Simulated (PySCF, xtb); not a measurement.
2-chlorosilylpropan-2-ol (C3H9ClOSi), SMILES C([SiH2]Cl)(C)(C)O. One conformer was computed; it need not be the lowest.

Harmonic wavenumbers (cm⁻¹) from GFN2-xTB in xtb at its own minimum, in rising order: 52, 110, 190, 193, 238, 250, 308, 359, 365, 421, 493, 507, 576, 621, 705, 758, 892, 956, 974, 1004, 1095, 1171, 1197, 1287, 1398, 1413, 1477, 1493, 1494, 1506, 2268, 2316, 3006, 3014, 3024, 3036, 3043, 3052, 3550.

Problem. What does PySCF 2.14.0 with PBE-D3(BJ)/def2-SVP give at its own minimum? (An estimate is asked for; the answer gives what the named calculation found.)

Solution. 78, 123, 201, 228, 245, 278, 352, 361, 425, 439, 520, 564, 600, 660, 803, 851, 909, 913, 943, 961, 1099, 1141, 1162, 1304, 1331, 1345, 1393, 1409, 1415, 1430, 2157, 2189, 2958, 2964, 3049, 3051, 3058, 3073, 3636. Paired by order, the mean absolute difference is 45 cm⁻¹ and the zero-point energies are 71.2 and 70.9 kcal/mol.
